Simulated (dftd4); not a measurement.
IZn (SMILES [Zn+][I]), charge +1, singlet, geometry from GFN2-xTB (such geometries of metal compounds can be far from the true shape); D4 for hf run with dftd4.

dftd4 was given this input:
```
$ dftd4 mol.xyz --func hf --charge 1 --json dftd4.json --noedisp

# file mol.xyz
2

Zn    -0.00000000    -0.00000000    -1.52043851
I      0.00000000     0.00000000     0.86062557
```

Output, abridged:

```
                    ____  _____ _____     ____  _  _
      -------------|  _ \|  ___|_   _|---|  _ \| || |------------
     |             | | | | |_    | | ___ | | | | || |_           |
     |             | |_| |  _|   | ||___|| |_| |__   _|          |
     |             |____/|_|     |_|     |____/   |_|            |
     |             ===================================           |
     |            E. Caldeweyher, S. Ehlert & S. Grimme          |
     |          Mulliken Center for Theoretical Chemistry        |
     |                    University of Bonn                     |
      -----------------------------------------------------------

Rational (Becke-Johnson) damping: hf-D4-ATM
---------------------
  s6         1.0000
  s8         1.6168
  s9         1.0000
  a1         0.4496
  a2         3.3574
 alp        16.0000
--------------------

Dispersion energy:      -5.3319995356560E-03 Eh

[Info] JSON dump of results written to 'dftd4.json'
```
